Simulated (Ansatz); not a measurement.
Cartesian coordinates (Å):
```xyz
11

C      2.0333     0.0502    -0.1159
C      0.7886    -0.4036    -0.1040
C     -0.3661     0.5258     0.1031
C     -1.7345    -0.1047     0.0814
O     -0.2062     1.7086     0.2757
H      2.2195     1.1081     0.0276
H      2.8807    -0.6056    -0.2655
H      0.5670    -1.4557    -0.2447
H     -2.4978     0.6521     0.2379
H     -1.8933    -0.6061    -0.8758
H     -1.7994    -0.8698     0.8582
```
Charge 0, spin multiplicity 1.

Method: Ansatz (a first-principles code) with frozen-core CCSD(T)/cc-pVTZ // M06-2X/def2-TZVP. The restricted HF reference is unstable towards unrestricted orbitals.

```yaml
HF energy: -229.89036 Ha
MP2 correlation energy: -0.88068 Ha
```

Estimate the CCSD correlation energy, the (T) correction, the total energy and the T1 diagnostic.


| Property | Value |
|---|---|
| CCSD correlation energy | -0.91299 Ha |
| (T) correction | -0.04112 Ha |
| CCSD(T) total energy | -230.84447 Ha |
| T1 diagnostic | 0.014 |
